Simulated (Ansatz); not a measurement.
Problem. Name a neutral molecule of C, F, S, Si and H with HOMO–LUMO gap (B3LYP/def2-TZVPP) between 5.50 and 5.80 eV and LUMO energy (ωB97M-V/def2-TZVPP) between 1.00 and 1.30 eV (Ansatz, PBE0-D4/def2-TZVP geometry).

Solution. `C=C(S)S[SiH2]F` (5.71 eV, 1.28 eV). Other molecules can fit too; these were computed, each in one conformer that needn't be the lowest.

B3LYP here is the variant with VWN-RPA as its local correlation; programs differ in this.
